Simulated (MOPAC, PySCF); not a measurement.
Dimer: SiH4 (SMILES [SiH4]) (first 5 atoms) with N2 (SMILES N#N); geometry from B3LYP-D3(BJ)/def2-TZVP, rigid monomers moved along the line of their centres of mass till Si1···N7 is 4.06 Å.
(charge 0, multiplicity 1):
```xyz
7

Si     0.082     0.149    -0.190
H      0.400     0.407    -1.613
H      0.258     1.397     0.585
H      0.996    -0.891     0.335
H     -1.318    -0.316    -0.074
N     -0.061    -0.438     4.815
N     -0.432    -0.450     3.789
```

Monomers are frozen at their geometry in the pair; levels with a basis set take the counterpoise correction. Rows marked so take none.

Rows in 3-21G carry no dispersion term and start afresh at each structure. The state that AM1, PM3, PM7 reach isn't checked; PM7 holds dispersion and hydrogen-bond terms.

Programs: MOPAC for AM1, PM3, PM7 (differences of heats of formation); PySCF for 3-21G rows. Values without a source in brackets are computed.

### Question
One of these levels gives -17.7 meV for the interaction energy. Which?
(A) PM7
(B) AM1
(C) PM3
(D) B3LYP/3-21G (no counterpoise)

### Answer
A, PM7. The others give 1.6 (AM1), 21.0 (PM3), -51.8 (B3LYP/3-21G (no counterpoise))
